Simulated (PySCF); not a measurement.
CH₉ClO₂Si₃ (SMILES C[SiH2]O[SiH2]O[SiH2]Cl), singlet, geometry from GFN2-xTB, atoms displaced at random by about 0.03 Å a coordinate; B3LYP/STO-3G, gradient run with PySCF.

Here is a job for PySCF.
```python
from pyscf import gto, scf, dft

mol = gto.M(
    atom='''
Si    1.067152   -1.290020   -0.065836
Cl    3.005111   -1.586881   -0.631071
O     0.944092    0.243123    0.399749
Si    0.273175    1.670887    0.516271
O    -1.305292    1.586144    0.095599
Si   -2.694053    0.719171   -0.413815
C    -2.885832   -0.713815    0.730866
H     0.847026   -2.158187    1.044172
H     0.130236   -1.526579   -1.280154
H     0.259944    1.943661    1.931863
H     0.892472    2.610005   -0.380225
H    -2.487038    0.366006   -1.729411
H    -3.744211    1.757128   -0.257000
H    -3.873596   -1.310500    0.513733
H    -2.959130   -0.451297    1.826793
H    -2.095800   -1.389988    0.694671
''',
    basis='sto-3g',
    charge=0,
    spin=0,
    verbose=4,
)

mf = dft.RKS(mol)
mf.xc = 'b3lyp'
mf.conv_tol = 1e-11
mf.kernel()
g = mf.nuc_grad_method()
grad = g.kernel()
```

Output, abridged:

```
PySCF version 2.14.0

[INPUT] verbose = 4
[INPUT] num. atoms = 16
[INPUT] num. electrons = 90
[INPUT] charge = 0
[INPUT] spin (= nelec alpha-beta = 2S) = 0
[INPUT] symmetry False subgroup None
[INPUT] Mole.unit = angstrom
[INPUT] Symbol           X                Y                Z      unit          X                Y                Z       unit  Magmom
[INPUT]  1 Si     1.067152000000  -1.290020000000  -0.065836000000 AA    2.016625013282  -2.437784495211  -0.124412009137 Bohr   0.0
[INPUT]  2 Cl     3.005111000000  -1.586881000000  -0.631071000000 AA    5.678836763918  -2.998770482276  -1.192551355155 Bohr   0.0
[INPUT]  3 O      0.944092000000   0.243123000000   0.399749000000 AA    1.784075316393   0.459435884583   0.755416128569 Bohr   0.0
[INPUT]  4 Si     0.273175000000   1.670887000000   0.516271000000 AA    0.516225934078   3.157518815096   0.975610796055 Bohr   0.0
[INPUT]  5 O     -1.305292000000   1.586144000000   0.095599000000 AA   -2.466644392586   2.997377754122   0.180655927782 Bohr   0.0
[INPUT]  6 Si    -2.694053000000   0.719171000000  -0.413815000000 AA   -5.091022335063   1.359036226730  -0.781997016237 Bohr   0.0
[INPUT]  7 C     -2.885832000000  -0.713815000000   0.730866000000 AA   -5.453432121506  -1.348914853606   1.381136573756 Bohr   0.0
[INPUT]  8 H      0.847026000000  -2.158187000000   1.044172000000 AA    1.600647160386  -4.078382355597   1.973199106939 Bohr   0.0
[INPUT]  9 H      0.130236000000  -1.526579000000  -1.280154000000 AA    0.246110371559  -2.884816217512  -2.419140457266 Bohr   0.0
[INPUT] 10 H      0.259944000000   1.943661000000   1.931863000000 AA    0.491222967724   3.672986968998   3.650691980181 Bohr   0.0
[INPUT] 11 H      0.892472000000   2.610005000000  -0.380225000000 AA    1.686527653843   4.932194633745  -0.718521115713 Bohr   0.0
[INPUT] 12 H     -2.487038000000   0.366006000000  -1.729411000000 AA   -4.699820681386   0.691651099948  -3.268113146810 Bohr   0.0
[INPUT] 13 H     -3.744211000000   1.757128000000  -0.257000000000 AA   -7.075533342584   3.320490685805  -0.485659614013 Bohr   0.0
[INPUT] 14 H     -3.873596000000  -1.310500000000   0.513733000000 AA   -7.320035557211  -2.476486086243   0.970814671151 Bohr   0.0
[INPUT] 15 H     -2.959130000000  -0.451297000000   1.826793000000 AA   -5.591945266984  -0.852827730838   3.452138456273 Bohr   0.0
[INPUT] 16 H     -2.095800000000  -1.389988000000   0.694671000000 AA   -3.960488011863  -2.626696636432   1.312737936678 Bohr   0.0

nuclear repulsion = 630.538858711903
number of shells = 38
number of NR pGTOs = 180
number of NR cGTOs = 60
basis = sto-3g
ecp = {}

******** <class 'pyscf.dft.rks.RKS'> ********
method = RKS
initial guess = minao
damping factor = 0
level_shift factor = 0
DIIS = <class 'pyscf.scf.diis.CDIIS'>
diis_start_cycle = 1
diis_space = 8
diis_damp = 0
SCF conv_tol = 1e-11
SCF conv_tol_grad = None
SCF max_cycles = 50
direct_scf = True
direct_scf_tol = 1e-13
XC library pyscf.dft.libxc version 7.1.2
    S. Lehtola, C. Steigemann, M. J. T. Oliveira, and M. A. L. Marques,  SoftwareX 7, 1–5 (2018)
XC functionals = b3lyp
    P. J. Stephens, F. J. Devlin, C. F. Chabalowski, and M. J. Frisch,  J. Phys. Chem. 98, 11623 (1994)
radial grids:
    Treutler-Ahlrichs [JCP 102, 346 (1995); DOI:10.1063/1.469408] (M4) radial grids

becke partition: Becke, JCP 88, 2547 (1988); DOI:10.1063/1.454033
pruning grids: <function nwchem_prune>
grids dens level: 3
symmetrized grids: False
atomic radii adjust function: <function treutler_atomic_radii_adjust>
small_rho_cutoff = 0
Set gradient conv threshold to 3.16228e-06
Initial guess from minao.
tot grids = 206976
init E= -1505.05528811039
  HOMO = -0.402100024418902  LUMO = 0.00130572600691847  gap/eV = 10.97723
cycle= 1 E= -1504.80228741164  delta_E= 0.253  |g|= 0.909  |ddm|= 4.68
  HOMO = 0.103499109743816  LUMO = 0.162775985540551  gap/eV = 1.61301
cycle= 2 E= -1504.43560498641  delta_E= 0.367  |g|= 1.57  |ddm|= 3.53
  HOMO = -0.135384454085773  LUMO = 0.190026766040772  gap/eV = 8.85489
cycle= 3 E= -1505.10777521737  delta_E= -0.672  |g|= 0.111  |ddm|=  2.3
  HOMO = -0.115140883156503  LUMO = 0.184926306749321  gap/eV = 8.16524
cycle= 4 E= -1505.11207982377  delta_E= -0.0043  |g|= 0.0475  |ddm|= 0.283
  HOMO = -0.120551385019661  LUMO = 0.181304967524238  gap/eV = 8.21393
cycle= 5 E= -1505.11282622329  delta_E= -0.000746  |g|= 0.00943  |ddm|= 0.0804
  HOMO = -0.123204935924746  LUMO = 0.181791950516253  gap/eV = 8.29939
cycle= 6 E= -1505.11285757055  delta_E= -3.13e-05  |g|= 0.00142  |ddm|= 0.017
  HOMO = -0.122970485885252  LUMO = 0.182132422321094  gap/eV = 8.30227
cycle= 7 E= -1505.11285817429  delta_E= -6.04e-07  |g|= 0.000622  |ddm|= 0.00301
  HOMO = -0.123072194836623  LUMO = 0.182166662738778  gap/eV = 8.30597
cycle= 8 E= -1505.11285828857  delta_E= -1.14e-07  |g|= 0.000139  |ddm|= 0.00109
  HOMO = -0.123042708920022  LUMO = 0.182150044713545  gap/eV = 8.30472
cycle= 9 E= -1505.11285829497  delta_E= -6.4e-09  |g|= 2.67e-05  |ddm|= 0.000233
  HOMO = -0.123035477131668  LUMO = 0.18214948297271  gap/eV = 8.30451
cycle= 10 E= -1505.11285829521  delta_E= -2.45e-10  |g|= 3.75e-06  |ddm|= 5.04e-05
  HOMO = -0.123036008409908  LUMO = 0.182149516215954  gap/eV = 8.30452
cycle= 11 E= -1505.11285829522  delta_E= -3.18e-12  |g|= 4.89e-07  |ddm|= 8.88e-06
  HOMO = -0.123036147568168  LUMO = 0.182149568039123  gap/eV = 8.30453
Extra cycle  E= -1505.11285829522  delta_E= -3.64e-12  |g|= 2.48e-07  |ddm|= 1.8e-06
converged SCF energy = -1505.11285829522

******** <class 'pyscf.grad.rks.Gradients'> for <class 'pyscf.dft.rks.RKS'> ********
unit = Eh/Bohr
grid_response = False
--------------- RKS gradients ---------------
         x                y                z
0 Si     0.0509762858    -0.0180266306     0.0278652178
1 Cl    -0.0354626218     0.0090585513     0.0135686633
2 O    -0.0260271779     0.0396895574     0.0011669586
3 Si     0.0518806559    -0.0104580535     0.0016017484
4 O     0.0297803475     0.0056354148     0.0142849412
5 Si    -0.0425701365    -0.0681846448    -0.0576325074
6 C     0.0905370545     0.0096356500    -0.0297651504
7 H     0.0051381207     0.0112249188    -0.0069584614
8 H    -0.0237293156     0.0007891762    -0.0300810606
9 H    -0.0087261954    -0.0128366743    -0.0057809540
10 H    -0.0090836533    -0.0084148252    -0.0014964539
11 H     0.0016936465     0.0161384589     0.0399698234
12 H    -0.0037807869     0.0182564639     0.0055147205
13 H    -0.0419944671    -0.0225329016    -0.0064660220
14 H     0.0004425030    -0.0052441026     0.0240506494
15 H    -0.0390263286     0.0352381974     0.0101637945
----------------------------------------------
```
